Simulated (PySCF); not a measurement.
Several structures and their simulated spectra, in scrambled order.

A. Ethyleneimine (C1CN1)
B. SMILES C1P(C=C)CC[SiH]([SiH3])C1
C. `C(=C)[C@@H](C)[C@H](C#N)O[SiH3]`

Spectrum 1. $^{13}$C{$^{1}$H} NMR (computed): δ 152.6 (CH), 134.4 (CH2), 32.8 (CH2), 10.6 (CH2).

Spectrum 2. $^{13}$C{$^{1}$H} NMR (computed): δ 148.5 (CH), 127.0 (CH2), 123.4 (C), 68.7 (CH), 52.5 (CH), 18.9 (CH3).

Spectrum 3. $^{13}$C{$^{1}$H} NMR (computed): δ 17.9 (CH2).

[PySCF 2.14.0 with density-fitted response routines: coordinates at the GFN2-xTB level; σ from GIAO-PBE0/pcSseg-1; spin–spin couplings from B3LYP/pcJ-1; one averaged value for each set of equivalent atoms; no solvent; relativity neglected; one computed conformer]

Referencing at the same level of theory: $^{13}$C (σ = 186.93 ppm) vs TMS. Splittings of carbon signals by F and P are missing where no couplings were computed. Shifts are as computed. Against solution values, carbons near 30 ppm lie about +3 ppm off and those near 130 ppm about +5 ppm. Of 1211 compounds with measured shifts, 218 miss one by over three times the rms of a fit or turn the order of signals round; such compounds aren't used in these exercises.

Q: Match each spectrum to its structure.

A: 1–B, 2–C, 3–A.

- Spectrum 1 (B): 4 $^{13}$C signals; δC 152.6 is an alkene CH; δC 134.4 is a terminal =CH2 carbon.
- Spectrum 2 (C): 6 $^{13}$C signals; δC 148.5 is an alkene CH; δC 127.0 is a terminal =CH2 carbon.
- Spectrum 3 (A): a single $^{13}$C signal, at 17.9 ppm (aziridine ring carbon).
